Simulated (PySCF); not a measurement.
C$_{4}$H$_{11}$BO, singlet, geometry from GFN2-xTB; CASSCF(2,2)/STO-3G in PySCF.

PySCF was given this input:
```python
from pyscf import gto, scf, mcscf, mp
import numpy

mol = gto.Mole()
mol.atom = '''
    B     0.00670103    0.77749781    0.27720440
    C     1.21993518    1.64083055   -0.29145197
    H     2.13968479    1.06105828   -0.31271499
    H     1.41301901    2.54172670    0.29031316
    H     1.03120043    1.94992420   -1.31740025
    O    -0.70251176    1.17378370    1.34194438
    H    -0.44566866    2.00044924    1.75289180
    C    -0.45913338   -0.59766338   -0.41124302
    C    -0.75938900   -1.67902016    0.63551108
    C     0.51179552   -1.15188514   -1.45684329
    H    -1.40531414   -0.38542218   -0.92656527
    H    -1.17640176   -2.56795838    0.16490647
    H     0.15364294   -1.96326704    1.15477993
    H    -1.46817791   -1.30550521    1.36897606
    H     0.68843306   -0.42657696   -2.24675641
    H     0.11019474   -2.05779532   -1.90814512
    H     1.46672654   -1.39796339   -0.99769924
'''
mol.basis = 'sto-3g'
mol.verbose = 4
mol.build()

mf = scf.RHF(mol)
mf.kernel()
mc = mcscf.CASSCF(mf, 2, 2)
mc.fix_spin_(ss=0.0)
noons, natorbs = mcscf.addons.make_natural_orbitals(mp.MP2(mf).run())
mc.kernel(natorbs)
occ = numpy.linalg.eigvalsh(mc.fcisolver.make_rdm1(mc.ci, mc.ncas, mc.nelecas))[::-1]
ss = mc.fcisolver.spin_square(mc.ci, mc.ncas, mc.nelecas)[0]
print('natural occupations', occ.round(4), ' <S^2>', round(ss, 4))
```

Question: Predict the main parts of the log of this PySCF run.

Answer: 
```
PySCF version 2.14.0

[INPUT] verbose = 4
[INPUT] num. atoms = 17
[INPUT] num. electrons = 48
[INPUT] charge = 0
[INPUT] spin (= nelec alpha-beta = 2S) = 0
[INPUT] symmetry False subgroup None
[INPUT] Mole.unit = angstrom
[INPUT] Symbol           X                Y                Z      unit          X                Y                Z       unit  Magmom
[INPUT]  1 B      0.006701030000   0.777497810000   0.277204400000 AA    0.012663111452   1.469257923349   0.523840396524 Bohr   0.0
[INPUT]  2 C      1.219935180000   1.640830550000  -0.291451970000 AA    2.305343379922   3.100720356319  -0.550764401765 Bohr   0.0
[INPUT]  3 H      2.139684790000   1.061058280000  -0.312714990000 AA    4.043418245998   2.005109551402  -0.590945686146 Bohr   0.0
[INPUT]  4 H      1.413019010000   2.541726700000   0.290313160000 AA    2.670218937704   4.803167346495   0.548612362757 Bohr   0.0
[INPUT]  5 H      1.031200430000   1.949924200000  -1.317400250000 AA    1.948686392234   3.684822701662  -2.489525668934 Bohr   0.0
[INPUT]  6 O     -0.702511760000   1.173783700000   1.341944380000 AA   -1.327554825686   2.218129722479   2.535907352599 Bohr   0.0
[INPUT]  7 H     -0.445668660000   2.000449240000   1.752891800000 AA   -0.842191709702   3.780301189694   3.312485427996 Bohr   0.0
[INPUT]  8 C     -0.459133380000  -0.597663380000  -0.411243020000 AA   -0.867636342846  -1.129420102882  -0.777136678439 Bohr   0.0
[INPUT]  9 C     -0.759389000000  -1.679020160000   0.635511080000 AA   -1.435037232007  -3.172888260023   1.200941890327 Bohr   0.0
[INPUT] 10 C      0.511795520000  -1.151885140000  -1.456843290000 AA    0.967153364579  -2.176747441556  -2.753034824510 Bohr   0.0
[INPUT] 11 H     -1.405314140000  -0.385422180000  -0.926565270000 AA   -2.655658843579  -0.728342362533  -1.750954596834 Bohr   0.0
[INPUT] 12 H     -1.176401760000  -2.567958380000   0.164906470000 AA   -2.223077138856  -4.852738037482   0.311628064469 Bohr   0.0
[INPUT] 13 H      0.153642940000  -1.963267040000   1.154779930000 AA    0.290343077573  -3.710037014986   2.182217801844 Bohr   0.0
[INPUT] 14 H     -1.468177910000  -1.305505210000   1.368976060000 AA   -2.774454152036  -2.467047301093   2.586989824486 Bohr   0.0
[INPUT] 15 H      0.688433060000  -0.426576960000  -2.246756410000 AA    1.300949938496  -0.806113625450  -4.245754283511 Bohr   0.0
[INPUT] 16 H      0.110194740000  -2.057795320000  -1.908145120000 AA    0.208237878968  -3.888669575212  -3.605871682725 Bohr   0.0
[INPUT] 17 H      1.466726540000  -1.397963390000  -0.997699240000 AA    2.771711460231  -2.641767939269  -1.885378318287 Bohr   0.0

nuclear repulsion = 235.961146357706
number of shells = 29
number of NR pGTOs = 123
number of NR cGTOs = 41
basis = sto-3g
ecp = {}

******** <class 'pyscf.scf.hf.RHF'> ********
method = RHF
initial guess = minao
damping factor = 0
level_shift factor = 0
DIIS = <class 'pyscf.scf.diis.CDIIS'>
diis_start_cycle = 1
diis_space = 8
diis_damp = 0
SCF conv_tol = 1e-09
SCF conv_tol_grad = None
SCF max_cycles = 50
direct_scf = True
direct_scf_tol = 1e-13
Set gradient conv threshold to 3.16228e-05
Initial guess from minao.
init E= -255.228819223845
  HOMO = -0.245954996627532  LUMO = 0.175228686766459  gap/eV = 11.46099
cycle= 1 E= -254.251320090687  delta_E= 0.977  |g|= 0.45  |ddm|= 4.65
  HOMO = -0.294173108324689  LUMO = 0.334749178892107  gap/eV = 17.11385
cycle= 2 E= -254.322653872367  delta_E= -0.0713  |g|= 0.138  |ddm|= 0.763
  HOMO = -0.338377155326237  LUMO = 0.327015027991041  gap/eV = 18.10624
cycle= 3 E= -254.3285751897  delta_E= -0.00592  |g|= 0.0315  |ddm|= 0.197
  HOMO = -0.347693303985111  LUMO = 0.320082268073159  gap/eV = 18.17110
cycle= 4 E= -254.329004243849  delta_E= -0.000429  |g|= 0.00292  |ddm|= 0.062
  HOMO = -0.345520259921803  LUMO = 0.322450780566317  gap/eV = 18.17642
cycle= 5 E= -254.329007947966  delta_E= -3.7e-06  |g|= 0.000553  |ddm|= 0.00582
  HOMO = -0.345510080057295  LUMO = 0.322675300749933  gap/eV = 18.18225
cycle= 6 E= -254.329008098262  delta_E= -1.5e-07  |g|= 0.000132  |ddm|= 0.00097
  HOMO = -0.34552304335088  LUMO = 0.322646923868714  gap/eV = 18.18183
cycle= 7 E= -254.329008108402  delta_E= -1.01e-08  |g|= 2.01e-05  |ddm|= 0.000297
  HOMO = -0.345523343580327  LUMO = 0.322648474672686  gap/eV = 18.18188
cycle= 8 E= -254.329008108644  delta_E= -2.42e-10  |g|= 4.37e-06  |ddm|= 4.34e-05
  HOMO = -0.34552245098762  LUMO = 0.322649365937598  gap/eV = 18.18188
Extra cycle  E= -254.329008108654  delta_E= -1.03e-11  |g|= 1.66e-06  |ddm|= 7.71e-06
converged SCF energy = -254.329008108654

******** <class 'pyscf.mp.mp2.RMP2'> ********
nocc = 24, nmo = 41
E(RMP2) = -254.614858707384  E_corr = -0.285850598729614
E(SCS-RMP2) = -254.641046805688  E_corr = -0.312038697033488
E_corr(same-spin) = -0.035748486279287
E_corr(oppo-spin) = -0.250102112450327

******** <class 'pyscf.mcscf.mc1step.CASSCF'> ********
CAS (1e+1e, 2o), ncore = 23, nvir = 16
max_cycle_macro = 50
max_cycle_micro = 4
conv_tol = 1e-07
conv_tol_grad = None
orbital rotation max_stepsize = 0.02
orbital rotation threshold for CI restart = 0.01
augmented hessian ah_max_cycle = 30
augmented hessian ah_conv_tol = 1e-12
augmented hessian ah_linear dependence = 1e-14
augmented hessian ah_level shift = 1e-08
augmented hessian ah_start_tol = 2.5
augmented hessian ah_start_cycle = 3
augmented hessian ah_grad_trust_region = 3
kf_trust_region = 3
kf_interval = 4
ci_response_space = 4
ci_grad_trust_region = 3
with_dep4 0
natorb = False
canonicalization = True
sorting_mo_energy = False
ao2mo_level = 2
internal_rotation = False
******** <class 'pyscf.fci.addons.SpinPenaltyFCISolver'> ********
max. cycles = 50
conv_tol = 1e-08
davidson only = True
linear dependence = 1e-12
level shift = 0.001
max iter space = 12
nroots = 1
pspace_size = 400
spin = None
CASCI E = -254.329103470086  S^2 = 0.0000000
Set conv_tol_grad to 0.000316228
macro iter   1 ( 21 JK    4 micro), CASSCF E = -254.331314163889  dE = -2.21069380e-03  S^2 = 0.0000000
               |grad[o]|=0.000642  |grad[c]|=0.0175  |ddm|=0.00831  |maxRot[o]|=0.284
macro iter   2 ( 21 JK    4 micro), CASSCF E = -254.338855571703  dE = -7.54140781e-03  S^2 = 0.0000000
               |grad[o]|=0.00585  |grad[c]|=0.0267  |ddm|=0.0236  |maxRot[o]|=0.306
macro iter   3 ( 21 JK    4 micro), CASSCF E = -254.342661707632  dE = -3.80613593e-03  S^2 = 0.0000000
               |grad[o]|=0.00869  |grad[c]|=0.0099  |ddm|=0.00346  |maxRot[o]|=0.206
macro iter   4 ( 21 JK    4 micro), CASSCF E = -254.342834676316  dE = -1.72968684e-04  S^2 = 0.0000000
               |grad[o]|=0.00401  |grad[c]|=0.0139  |ddm|=0.00365  |maxRot[o]|=0.0527
macro iter   5 ( 17 JK    4 micro), CASSCF E = -254.342873695925  dE = -3.90196095e-05  S^2 = 0.0000000
               |grad[o]|=0.00372  |grad[c]|=0.00719  |ddm|=0.00183  |maxRot[o]|=0.0123
macro iter   6 ( 17 JK    4 micro), CASSCF E = -254.342910167083  dE = -3.64711575e-05  S^2 = 0.0000000
               |grad[o]|=0.0036  |grad[c]|=0.00644  |ddm|=0.00169  |maxRot[o]|=0.00808
macro iter   7 ( 17 JK    4 micro), CASSCF E = -254.342924805487  dE = -1.46384044e-05  S^2 = 0.0000000
               |grad[o]|=0.00349  |grad[c]|=0.00986  |ddm|=0.00226  |maxRot[o]|=0.00476
macro iter   8 ( 17 JK    4 micro), CASSCF E = -254.342941064743  dE = -1.62592559e-05  S^2 = 0.0000000
               |grad[o]|=0.00345  |grad[c]|=0.00951  |ddm|=0.00219  |maxRot[o]|=0.00327
macro iter   9 ( 17 JK    4 micro), CASSCF E = -254.342945231884  dE = -4.16714090e-06  S^2 = 0.0000000
               |grad[o]|=0.00338  |grad[c]|=0.0091  |ddm|=0.00203  |maxRot[o]|=0.00167
macro iter  10 ( 17 JK    4 micro), CASSCF E = -254.342952353665  dE = -7.12178101e-06  S^2 = 0.0000000
               |grad[o]|=0.00336  |grad[c]|=0.00898  |ddm|=0.00201  |maxRot[o]|=0.00174
macro iter  11 ( 17 JK    4 micro), CASSCF E = -254.342954048123  dE = -1.69445809e-06  S^2 = 0.0000000
               |grad[o]|=0.00333  |grad[c]|=0.00879  |ddm|=0.00193  |maxRot[o]|=0.00124
macro iter  12 ( 17 JK    4 micro), CASSCF E = -254.342957614163  dE = -3.56603994e-06  S^2 = 0.0000000
               |grad[o]|=0.00332  |grad[c]|=0.00873  |ddm|=0.00192  |maxRot[o]|=0.00127
macro iter  13 ( 17 JK    4 micro), CASSCF E = -254.342958406636  dE = -7.92473003e-07  S^2 = 0.0000000
               |grad[o]|=0.0033  |grad[c]|=0.00863  |ddm|=0.00188  |maxRot[o]|=0.000978
macro iter  14 ( 17 JK    4 micro), CASSCF E = -254.342960351461  dE = -1.94482527e-06  S^2 = 0.0000000
               |grad[o]|=0.0033  |grad[c]|=0.0086  |ddm|=0.00187  |maxRot[o]|=0.000926
macro iter  15 ( 17 JK    4 micro), CASSCF E = -254.342960765520  dE = -4.14058945e-07  S^2 = 0.0000000
               |grad[o]|=0.00329  |grad[c]|=0.00854  |ddm|=0.00184  |maxRot[o]|=0.000747
macro iter  16 ( 17 JK    4 micro), CASSCF E = -254.342961856668  dE = -1.09114728e-06  S^2 = 0.0000000
               |grad[o]|=0.00328  |grad[c]|=0.00852  |ddm|=0.00184  |maxRot[o]|=0.000673
macro iter  17 ( 17 JK    4 micro), CASSCF E = -254.342962126765  dE = -2.70097274e-07  S^2 = 0.0000000
               |grad[o]|=0.00328  |grad[c]|=0.00849  |ddm|=0.00182  |maxRot[o]|=0.000566
macro iter  18 ( 17 JK    4 micro), CASSCF E = -254.342962731418  dE = -6.04653565e-07  S^2 = 0.0000000
               |grad[o]|=0.00328  |grad[c]|=0.00847  |ddm|=0.00182  |maxRot[o]|=0.000489
macro iter  19 ( 17 JK    4 micro), CASSCF E = -254.342962938356  dE = -2.06937528e-07  S^2 = 0.0000000
               |grad[o]|=0.00327  |grad[c]|=0.00845  |ddm|=0.00181  |maxRot[o]|=0.000427
macro iter  20 ( 17 JK    4 micro), CASSCF E = -254.342963261743  dE = -3.23386672e-07  S^2 = 0.0000000
               |grad[o]|=0.00327  |grad[c]|=0.00844  |ddm|=0.0018  |maxRot[o]|=0.000355
macro iter  21 ( 17 JK    4 micro), CASSCF E = -254.342963432843  dE = -1.71100595e-07  S^2 = 0.0000000
               |grad[o]|=0.00327  |grad[c]|=0.00843  |ddm|=0.0018  |maxRot[o]|=0.000324
macro iter  22 ( 17 JK    4 micro), CASSCF E = -254.342963588824  dE = -1.55980814e-07  S^2 = 0.0000000
               |grad[o]|=0.00327  |grad[c]|=0.00842  |ddm|=0.00179  |maxRot[o]|=0.000259
macro iter  23 ( 17 JK    4 micro), CASSCF E = -254.342963732798  dE = -1.43974262e-07  S^2 = 0.0000000
               |grad[o]|=0.00327  |grad[c]|=0.00841  |ddm|=0.00179  |maxRot[o]|=0.000246
macro iter  24 ( 17 JK    4 micro), CASSCF E = -254.342963812630  dE = -7.98318069e-08  S^2 = 0.0000000
               |grad[o]|=0.00327  |grad[c]|=0.00841  |ddm|=0.00179  |maxRot[o]|=0.000192
macro iter  25 ( 16 JK    4 micro), CASSCF E = -254.343290285629  dE = -3.26472999e-04  S^2 = 0.0000000
               |grad[o]|=0.00327  |grad[c]|=0.00259  |ddm|=0.000733  |maxRot[o]|=0.0529
macro iter  26 (  7 JK    2 micro), CASSCF E = -254.343344121565  dE = -5.38359362e-05  S^2 = 0.0000000
               |grad[o]|=0.00131  |grad[c]|=0.000944  |ddm|=0.000315  |maxRot[o]|=0.0249
macro iter  27 (  5 JK    2 micro), CASSCF E = -254.343346705522  dE = -2.58395656e-06  S^2 = 0.0000000
               |grad[o]|=0.000294  |grad[c]|=5.76e-05  |ddm|=5.7e-05  |maxRot[o]|=0.00642
macro iter  28 (  3 JK    1 micro), CASSCF E = -254.343346724342  dE = -1.88198896e-08  S^2 = 0.0000000
               |grad[o]|=3.29e-05  |grad[c]|=1.37e-05  |ddm|=5.7e-06  |maxRot[o]|=0.00058
1-step CASSCF converged in  28 macro (455 JK 105 micro) steps
CASSCF canonicalization
Density matrix diagonal elements [1.98245421 0.01754579]
CASSCF energy = -254.343346724342
CASCI E = -254.343346724342  E(CI) = -1.71282453586142  S^2 = 0.0000000
natural occupations [1.9825 0.0175]  <S^2> 0.0
```
